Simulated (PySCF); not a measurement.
Radial density of Ar²⁺ (argon, charge +2)

r2SCANh, [Ne] 3s2 3p4, high-spin 3P determinant. Calculation: PySCF 2.14, in aug-cc-pV(D+d)Z (5s4p3d, 32 functions); the non-relativistic Hamiltonian (point nucleus).

| r (bohr) | 4πr²ρ (e/bohr) | 4πr²(ρα − ρβ) |
| --- | --- | --- |
| 0.00119 | 0.06506 | 0.0000 |
| 0.00200 | 0.1793 | 0.0000 |
| 0.00336 | 0.4819 | 0.0000 |
| 0.00565 | 1.257 | 0.0001 |
| 0.00950 | 3.095 | 0.0003 |
| 0.0160 | 6.946 | 0.0009 |
| 0.0269 | 13.31 | 0.0033 |
| 0.0452 | 19.73 | 0.0146 |
| 0.0760 | 19.76 | 0.0627 |
| 0.128 | 14.66 | 0.2080 |
| 0.215 | 18.28 | 0.3750 |
| 0.362 | 19.26 | 0.1585 |
| 0.609 | 6.583 | 0.1621 |
| 1.02 | 4.889 | 1.4595 |
| 1.72 | 3.106 | 1.0728 |
| 2.90 | 0.2538 | 0.0861 |
| 4.87 | 0.001227 | 0.0004 |
| 8.19 | 3.439e-05 | 0.0000 |
